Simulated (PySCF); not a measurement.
Compound: C2H4BF2N.
SMILES with atom numbers: `[H]/[N:1]=[CH:2]/[CH2:3][B:4]([F:5])[F:6]` (hydrogens: H7 on N1; H8 on C2; H9, H10 on C3)

A GFN2-xTB structure was refined with PBE0-D3(BJ)/def2-SVP geometry optimisation, gas phase in PySCF 2.14.0. Its GFN2-xTB values:

| coordinate | GFN2-xTB |
| --- | --- |
| N1=C2 | 1.253 Å |
| N1–H7 | 1.017 Å |
| C2–C3 | 1.496 Å |
| C2–H8 | 1.099 Å |
| C3–B4 | 1.582 Å |
| C3–H9 | 1.095 Å |
| B4–F5 | 1.316 Å |
| N1–C2–C3 | 119.9° |
| C2–C3–B4 | 113.5° |
| C3–B4–F5 | 123.8° |
| F5–B4–F6 | 114.0° |
| N1–C2–C3–B4 | 118° |
| C2–C3–B4–F5 | 20° |

Problem. How do these coordinates change at the PBE0-D3(BJ)/def2-SVP level?

Solution. 
```json
{"coordinate": "C3–B4", "PBE0-D3(BJ)/def2-SVP (Å or °)": "1.565", "change": "-0.017"}
{"coordinate": "N1=C2", "PBE0-D3(BJ)/def2-SVP (Å or °)": "1.267", "change": "+0.014"}
{"coordinate": "C3–H9", "PBE0-D3(BJ)/def2-SVP (Å or °)": "1.108", "change": "+0.013"}
{"coordinate": "C2–H8", "PBE0-D3(BJ)/def2-SVP (Å or °)": "1.109", "change": "+0.010"}
{"coordinate": "N1–H7", "PBE0-D3(BJ)/def2-SVP (Å or °)": "1.024", "change": "+0.007"}
{"coordinate": "B4–F5", "PBE0-D3(BJ)/def2-SVP (Å or °)": "1.321", "change": "+0.005"}
{"coordinate": "C2–C3", "PBE0-D3(BJ)/def2-SVP (Å or °)": "1.493", "change": "-0.003"}
{"coordinate": "F5–B4–F6", "PBE0-D3(BJ)/def2-SVP (Å or °)": "116.7", "change": "+2.7"}
{"coordinate": "C3–B4–F5", "PBE0-D3(BJ)/def2-SVP (Å or °)": "121.8", "change": "-2.0"}
{"coordinate": "N1–C2–C3", "PBE0-D3(BJ)/def2-SVP (Å or °)": "121.6", "change": "+1.7"}
{"coordinate": "C2–C3–B4", "PBE0-D3(BJ)/def2-SVP (Å or °)": "113.7", "change": "+0.2"}
{"coordinate": "N1–C2–C3–B4", "PBE0-D3(BJ)/def2-SVP (Å or °)": "115", "change": "-3"}
{"coordinate": "C2–C3–B4–F5", "PBE0-D3(BJ)/def2-SVP (Å or °)": "18", "change": "-2"}
```

The energy falls by 5.9 kJ/mol over 16 energy and gradient evaluations, the largest force component goes from 0.0186 to 1.9e-04 Eh/bohr, and the atoms move by 0.054 Å rms after alignment. The bond that changes most is C3–B4 (sp3 carbon bound to boron to three-coordinate boron), which shortens by 0.017 Å. Bonds longer at the end by more than 0.005 Å: 6 of 9; shorter: 1. Rotational constants go from 7858, 1952, 1684 to 7757, 1977, 1698 MHz.

The run used 104 basis functions and 98 SCF cycles in all.

Stationary, but not proved a minimum. The numbers are those of one conformer.

Conformer computed: `[H]/[N:1]=[CH:2]/[CH2:3][B:4]([F:5])[F:6]`: N1–C2–C3–B4 115°, C2–C3–B4–F5 18°.
